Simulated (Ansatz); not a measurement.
All numbers were calculated with Ansatz.

A structure relaxed at PBE0-D4/def2-TZVP, charge 0, multiplicity 1:

Cartesian coordinates in Å:
```
C -0.363 -1.239 -0.737
B -0.222 0.249 -0.279
Si 0.851 0.750 1.362
S -0.970 1.614 -1.131
H -0.790 -1.842 0.073
H 0.629 -1.667 -0.922
H -0.971 -1.386 -1.632
H 0.867 2.214 1.631
H 2.261 0.290 1.207
H 0.293 0.064 2.563
H -1.585 0.953 -2.134
```

**Question.** Give its formula and SMILES.

**Answer.** CH7BSSi, `CB([SiH3])S`.

**Question.** Point group (tolerance 0.08 Å, 0.16 Å for H)?

**Answer.** Cs.

**Question.** Summarise the bond lengths by kind.

**Answer.** 1 × B–C 1.563 Å; 3 × C–H 1.093 to 1.096 Å; 1 × B–Si 2.023 Å; 1 × B–S 1.775 Å; 3 × H–Si 1.488 to 1.492 Å; 1 × H–S 1.349 Å.
